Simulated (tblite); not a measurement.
Species: C3H12SSi3.
SMILES with atom numbers: `[CH2:1]=[C:2]([CH3:3])[SiH2:4][S:5][SiH2:6][SiH3:7]` (hydrogens: H8, H9 on C1; H10, H11, H12 on C3; H13, H14 on Si4; H15, H16 on Si6; H17, H18, H19 on Si7)

Computed geometry: GFN2-xTB, gas phase.

**Question.** What internal coordinates does the optimisation give?

**Answer.** 
```csv
bond,length (pm)
C1=C2,132.7
C2–C3,149.8
C2–Si4,188.6
Si4–S5,214.4
S5–Si6,216.3
Si6–Si7,230.7
C1–H8,108.0
C1–H9,107.8
"C3–H10, C3–H11, C3–H12",108.9
"Si4–H13, Si4–H14",146.0
"Si6–H15, Si6–H16",146.6
"Si7–H17, Si7–H18, Si7–H19",146.5
```

Bonds in one row agree within 1 pm and their mean is given. A selection of angles:
```csv
angle,degrees
C2–C1–H8,122.3
C2–C1–H9,121.8
H8–C1–H9,116.0
C1–C2–C3,121.6
C1–C2–Si4,122.7
C3–C2–Si4,115.7
C2–C3–H10,111.4
C2–C3–H11,110.3
H10–C3–H11,108.9
H11–C3–H12,107.4
C2–Si4–S5,111.6
C2–Si4–H13,112.3
C2–Si4–H14,110.2
S5–Si4–H13,102.9
S5–Si4–H14,107.8
H13–Si4–H14,111.7
Si4–S5–Si6,104.6
S5–Si6–Si7,106.8
S5–Si6–H15,105.9
Si7–Si6–H15,116.4
H15–Si6–H16,105.4
Si6–Si7–H17,113.0
Si6–Si7–H19,108.6
H17–Si7–H18,107.3
```

Torsions: C1–C2–Si4–S5 -13° (synperiplanar); C2–Si4–S5–Si6 -70° (synclinal); Si4–S5–Si6–Si7 -177° (antiperiplanar). The mirror-image conformer, all signs reversed, is as good.

The C–C distances run from 1.327 Å (C1=C2, drawn double) to 1.498 Å (C2–C3, drawn single), a spread of 0.171 Å. Si6 (SiH2 silicon) is distorted tetrahedral (angles from 105.2° to 116.4°). Si7 (SiH3 silicon) is distorted tetrahedral (angles from 107.0° to 113.4°). Si4 (SiH2 silicon) is distorted tetrahedral (angles from 102.9° to 112.3°). Of the pairs four or more bonds apart, S5···H9 is among the closest relative to their van der Waals radii: 2.96 Å, 99 % of the sum of Bondi's values.

Point group: C1 (no symmetry element, even within 0.4 Å). Its GFN2-xTB frequencies are all real (lowest 17 cm⁻¹). One conformer, not necessarily the lowest.
